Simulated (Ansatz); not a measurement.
Cartesian coordinates (Å):
SMILES: CN(S)C
```xyz
11

C      1.2415    -0.3139     0.0288
N     -0.0542     0.0205     0.6033
C     -1.1740    -0.4930    -0.1732
S     -0.2157     1.6321     1.1071
H      1.3892     0.1429    -0.9623
H      2.0336     0.0297     0.6903
H      1.3158    -1.3982    -0.0793
H     -1.2213    -0.0508    -1.1806
H     -1.0699    -1.5751    -0.2786
H     -2.1061    -0.2770     0.3442
H     -0.1642     2.2895    -0.0879
```
Charge 0, multiplicity 1.

The numbers are results of Ansatz (a quantum-chemistry and plane-wave program) with frozen-core CCSD(T)/cc-pVTZ // B3LYP-D3(BJ)/def2-TZVP, not measurements.

```
Item                           Result
----------------------  -------------
HF energy               -531.82361 Ha
MP2 correlation energy    -0.74799 Ha
```

Estimate the CCSD correlation energy, the (T) correction, the total energy and the T1 diagnostic.


- CCSD correlation energy: -0.79385 Ha
- (T) correction: -0.03285 Ha
- CCSD(T) total energy: -532.65031 Ha
- T1 diagnostic: 0.010
